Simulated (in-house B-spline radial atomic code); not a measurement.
RPA and G0W0 on Hartree-Fock: the phosphorus ion P⁵⁺

Configuration [He] 2s2 2p6, mean-field start Hartree-Fock. Computed with a B-spline radial code for spherical atoms: all electrons, non-relativistic, point nucleus, each spin shell either full or empty, empty states to l = 9 with an (l + 1/2)⁻⁴ tail; G0W0 by contour deformation at full frequency.

Command:
```bash
python run_gw.py task.json out
```
Settings (radii: box in bohr, nucleus in fm):
```
Z                        15
electrons                10
configuration            [He] 2s2 2p6
hamiltonian              nr
method                   hf
lmax                     9
spin_polarised           False
box_radius               10.43
intervals                47
```

Time taken, with all properties: 0.8 s on 1 thread of Arm Neoverse N1, on a shared host.

Energies (hartree):

| term | value |
| --- | --- |
| mean-field total | -334.36966 |
| Hartree-Fock functional on these orbitals | -334.36966 |
| direct second order | -0.60887 |
| second-order exchange | 0.21697 |
| SOSEX correction | 0.20527 |

(1) What is the RPA correlation energy, and what remains with SOSEX?

Quasi-particle levels (eV):

| level | occupied | mean field | Σx - vxc | Σc | QP weight | G0W0 |
| --- | --- | --- | --- | --- | --- | --- |
| 2p | yes | -222.23 | 0.00 | ? | ? | ? |
| 2s | yes | -278.97 | 0.00 | 3.59 | 0.978 | -275.38 |
| 1s | yes | -2254.76 | 0.00 | 18.68 | 0.949 | -2236.09 |
| 3s | no | -64.40 | 0.00 | -0.47 | 0.998 | -64.87 |

G0W0 = mean field + (Σx - vxc) + Σc, with Σc (partial-wave tail included) taken at the quasi-particle energy.

(2) Where does G0W0 put 2p?

Answers

(1) RPA gives -0.56257 hartree (-1.53 eV per electron); RPA + SOSEX gives -0.3573, and the second-order doubles (MP2) -0.3919 hartree. SOSEX takes back 36 % of the RPA value.

(2) At -220.92 eV, with Σc = 1.31 eV and a quasi-particle weight of 0.983. The tabulated removal energy is 220.43 ± 0.005 eV (NIST, semi-empirical); the calculation leaves out relativity, Breit and QED terms, and what these don't explain is the method's own error.
